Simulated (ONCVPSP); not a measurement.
## Logarithmic derivatives: B, ONCV

```
Element                 : B (Z = 5)
Generator               : ONCVPSP 4.0.1
Type                    : optimised norm-conserving Vanderbilt (ONCV)
Functional              : PBE
Relativity              : scalar-relativistic
Frozen core             : [He]
Valence charge          : 3
Reference configuration : 2s2 2p1
Partial waves           : 2s: rc 1.30 bohr, ncon 3, nbas 6, qcut 5.7 1/bohr, 1 projector; 2p: rc 2.00 bohr, ncon 3, nbas 6, qcut 4.8 1/bohr, 1 projector; d scattering state at 0.41 Ha: rc 2.00 bohr, ncon 5, nbas 8, qcut 5.7 1/bohr, 3 projectors, debl 2.6 Ha
Local potential         : polynomial inside 1.20 bohr (lpopt 5, dvloc0 0 Ha)
Core correction         : polynomial model core, fcfact 0.65
```

The phase is arctan(r·R′/R) of the radial function R(r), unwrapped; energies in Ha, scanned from -2 to 5 Ha. A pole is an energy at which the radial function vanishes at the test radius. The pseudo phase is shifted by a multiple of π to meet the all-electron one at the reference energy, and phase errors are pseudo minus all-electron; the curves can meet again beyond the range given. Levels narrower than the energy grid can be missing from the lists of poles.

| channel | radius (bohr) | reference energy (Ha) | poles, all-electron | poles, pseudo | unbroken range about the reference energy with phases within 0.05 rad | phase error 1 Ha above the reference energy (rad) |
| --- | --- | --- | --- | --- | --- | --- |
| s | 1.32 | -0.35 | 3.40 | 2.78 | below 2.6 | -0.009 |
| p | 2.03 | -0.13 | 0.57, 4.50 | 0.59 | below 1.2 | +0.023 |
| d | 2.03 | 0.41 | 2.68 | 2.69 | the whole range | +0.001 |

Note: ghosts flagged at negative energy: d at -293.7 eV; GHOST(+) flags only above 600 eV. A true bound ghost makes a file unfit for plane-wave use.

Phases in the s channel:

```
E (Ha)  all-electron  pseudo
 -1.98         0.739   0.726
 -1.62         0.558   0.546
 -1.26         0.302   0.292
 -0.90        -0.036  -0.041
 -0.54        -0.401  -0.402
 -0.18        -0.714  -0.714
  0.18        -0.944  -0.947
  0.54        -1.105  -1.112
  0.90        -1.220  -1.232
  1.26        -1.306  -1.323
  1.62        -1.372  -1.395
  1.98        -1.425  -1.455
  2.34        -1.469  -1.509
  2.70        -1.507  -1.560
  3.06        -1.541  -1.612
  3.42        -1.572  -1.671
  3.78        -1.602  -1.746
  4.14        -1.631  -1.856
  4.50        -1.660  -2.059
  4.86        -1.691  -2.548
```
